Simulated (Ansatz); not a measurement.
Ansatz (a program for electronic structure) input (PBE0/def2-QZVPP):
A basis named .json is the Basis Set Exchange file of that set.

Ansatz 0.2 input:
```yaml
crystal:
  periodic: [false, false, false]
  atoms:
    - {symbol: As, position_ang: [-0.01946706, -0.02930590, 0.05119338]}
    - {symbol: H, position_ang: [-0.57983965, 1.11526124, -0.82569952]}
    - {symbol: H, position_ang: [1.22225249, -0.14816670, -0.86368213]}
basis:
  gaussian:
    orbitals: def2-QZVPP.json
hamiltonian:
  xc: {name: PBE0}
total_charge: -1
```

Output:

```
Functional definition: PBE0
integrals: 0.04 GiB planned
688 factors; their error is unknown
mean field: 0.47 GiB planned
mean field evaluation 1: about -60867.3558 eV, gradient 2.1e1 eV
mean field evaluation 2: about -60867.2255 eV, gradient 2.6e1 eV
mean field evaluation 4: about -60867.6635 eV, gradient 2.5e-1 eV
mean field evaluation 8: about -60867.8029 eV, gradient 3.5e-3 eV
mean field -60867.80294962 eV, -2236.8505007200 hartree, gradient 7.4e-5 eV, S^2 0.000000; 0 other end points of the search recorded, 0 dependent functions left out
reference -60867.80297302 eV, -2236.8505015800 hartree; 18, 18 occupied and 131, 131 virtual orbitals, 688 factors
Total energy: -60867.80297302 eV, -2236.8505015800 hartree
```

Whether it binds its extra electron was not tested at this geometry.
